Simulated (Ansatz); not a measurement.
Geometry optimisation, DFT PBEsol, scalar-relativistic, plane waves, PAW (Ansatz).

input.yaml

```yaml
crystal:
  lattice:
    - [-2.29, -3.966396, 0.0]
    - [3.435, -1.983198, 0.0]
    - [0.0, 0.0, 7.17686]
  atoms:
    - { symbol: Be, position: [0.75, 0.5, 0.0] }
    - { symbol: Be, position: [0.5, 0.3333333, 0.25] }
    - { symbol: Be, position: [0.75, 0.5, 0.5] }
    - { symbol: Be, position: [0.5, 0.3333333, 0.75] }
    - { symbol: Be, position: [0.5, 0.0, 0.0] }
    - { symbol: Be, position: [0.25, 0.8333333, 0.25] }
    - { symbol: Be, position: [0.5, 0.0, 0.5] }
    - { symbol: Be, position: [0.25, 0.8333333, 0.75] }
    - { symbol: Be, position: [0.25, 0.5, 0.0] }
    - { symbol: Be, position: [0.0, 0.3333333, 0.25] }
    - { symbol: Be, position: [0.25, 0.5, 0.5] }
    - { symbol: Be, position: [0.0, 0.3333333, 0.75] }
    - { symbol: Be, position: [0.0, 0.0, 0.0] }
    - { symbol: Be, position: [0.75, 0.8333333, 0.25] }
    - { symbol: Be, position: [0.0, 0.0, 0.5] }
    - { symbol: Be, position: [0.75, 0.8333333, 0.75] }
    - { symbol: B, position: [-0.0148263, 0.6708281, 0.1200844] }
basis:
  ecutwfc: 420.0
kpoints:
  mp_grid: { grid: [4, 4, 3] }
hamiltonian:
  xc: pbesol
scf:
  occupations: { method: fermi_dirac, width: 0.15 }
  lower_state_search: "off"
relax:
  f_tol: 0.03
  max_steps: 60
  adjacent_minimum: "off"
output:
  write_density: true
  write_potential: true
  elf: true
  volumetric_format: npy
```

Run as:

```bash
$ ansatz run input.yaml --threads 1 --pin off --max-ram 3072MiB --backend cpu --events-out ev --progress --plain --runs-dir out
```

Problem. Where does it end, and by what steps?

Solution. It converged. Limits of this set-up: coarse k mesh, odd electron count without spin. After 16 steps the energy has fallen by 2.529 eV; B17 moved furthest, 0.91 Å. Joined: Be5–B17, Be16–B17.

```json
{"step": "0", "energy less start (eV)": "0.0000", "largest force component (eV/Å)": "3.910", "accepted": "yes"}
{"step": "1", "energy less start (eV)": "-1.0358", "largest force component (eV/Å)": "2.027", "accepted": "yes"}
{"step": "2", "energy less start (eV)": "-1.5747", "largest force component (eV/Å)": "0.289", "accepted": "yes"}
{"step": "3", "energy less start (eV)": "-1.5251", "largest force component (eV/Å)": "0.405", "accepted": "no"}
{"step": "4", "energy less start (eV)": "-1.6093", "largest force component (eV/Å)": "0.051", "accepted": "yes"}
{"step": "5", "energy less start (eV)": "-1.6169", "largest force component (eV/Å)": "0.117", "accepted": "yes"}
{"step": "6", "energy less start (eV)": "-1.6999", "largest force component (eV/Å)": "0.684", "accepted": "yes"}
{"step": "7", "energy less start (eV)": "-1.9347", "largest force component (eV/Å)": "0.953", "accepted": "yes"}
{"step": "8", "energy less start (eV)": "-2.0622", "largest force component (eV/Å)": "1.056", "accepted": "yes"}
{"step": "9", "energy less start (eV)": "-2.2604", "largest force component (eV/Å)": "0.456", "accepted": "yes"}
{"step": "10", "energy less start (eV)": "-2.3463", "largest force component (eV/Å)": "0.549", "accepted": "yes"}
{"step": "11", "energy less start (eV)": "-2.4567", "largest force component (eV/Å)": "0.283", "accepted": "yes"}
{"step": "12", "energy less start (eV)": "-2.4415", "largest force component (eV/Å)": "0.538", "accepted": "no"}
{"step": "13", "energy less start (eV)": "-2.5124", "largest force component (eV/Å)": "0.141", "accepted": "yes"}
{"step": "14", "energy less start (eV)": "-2.5270", "largest force component (eV/Å)": "0.078", "accepted": "yes"}
{"step": "15", "energy less start (eV)": "-2.5276", "largest force component (eV/Å)": "0.047", "accepted": "yes"}
{"step": "16", "energy less start (eV)": "-2.5285", "largest force component (eV/Å)": "0.022", "accepted": "yes"}
```

```xyz
17
Lattice="-2.2900 -3.9664 0.0000 3.4350 -1.9832 0.0000 0.0000 0.0000 7.1769" Properties=species:S:1:pos:R:3
Be -0.293 -3.851 -0.025
Be -0.028 -2.434 1.738
Be -0.109 -3.846 3.637
Be -0.058 -2.608 5.443
Be -1.449 -1.999 0.141
Be 2.331 -2.503 1.781
Be -1.164 -1.932 3.622
Be 2.183 -2.794 5.300
Be 1.587 -1.977 -0.111
Be 1.063 -0.434 1.742
Be 1.116 -1.957 3.528
Be 1.164 -0.742 5.276
Be 0.006 -0.859 -0.201
Be 1.022 -4.277 2.034
Be -0.081 0.107 3.687
Be 1.009 -4.880 5.755
B 3.200 -1.305 0.575
```

Time of the run: 2.4 min on 1 thread of Arm Neoverse V2, on a shared host, peak memory 0.39 GiB.
